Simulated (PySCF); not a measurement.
Numbering as in the mapped SMILES `[CH2:1]=[C:2]([F:3])[C:4](=[CH2:5])[C:6]#[C:7][CH:8]([CH3:9])[CH3:10]`. Each H is labelled by its parent atom. Ha(C5) is cis to C2; Ha(C1) is cis to F3; Hb(C5) is trans to C2; Hb(C1) is trans to F3.

All values are calculated (PySCF): structure optimised with GFN2-xTB, PBE0/pcSseg-1 with gauge-including orbitals. A single conformation, relativity neglected, rapidly exchanging positions averaged, isolated molecule.

Predict the 2D correlation tables (HSQC, COSY, HMBC).

Answers



HSQC (one-bond C–H):
```
                 δH             δC
      6.13 (Ha(C5))     129.8 (C5)
      5.90 (Hb(C5))     129.8 (C5)
      5.36 (Hb(C1))     101.1 (C1)
      5.16 (Ha(C1))     101.1 (C1)
       2.75 (H(C8))      24.0 (C8)
1.28 (H(C9)/H(C10))  25.0 (C9/C10)
```

COSY cross peaks (H two or three bonds apart, from the bond graph; peaks can be absent where the dihedral angle is near 90°):
```
           δH                   δH
6.13 (Ha(C5))        5.90 (Hb(C5))
5.36 (Hb(C1))        5.16 (Ha(C1))
 2.75 (H(C8))  1.28 (H(C9)/H(C10))
```

HMBC (two and three bonds, from the bond graph):
```
                 δH                                    δC
      6.13 (Ha(C5))     173.2 (C2), 130.1 (C4), 83.8 (C6)
      5.90 (Hb(C5))     173.2 (C2), 130.1 (C4), 83.8 (C6)
      5.36 (Hb(C1))                173.2 (C2), 130.1 (C4)
      5.16 (Ha(C1))                173.2 (C2), 130.1 (C4)
       2.75 (H(C8))  107.9 (C7), 83.8 (C6), 25.0 (C9/C10)
1.28 (H(C9)/H(C10))  107.9 (C7), 25.0 (C9/C10), 24.0 (C8)
```

Shifts are taken against calculated references (same method and geometry level): TMS for ¹H and ¹³C.

Shifts are as computed. Against solution values, carbons near 30 ppm lie about +3 ppm off and those near 130 ppm about +5 ppm. Of 1309 compounds with measured shifts, 239 miss one by over three times the rms of a fit or turn the order of signals round; such compounds aren't used in these exercises.
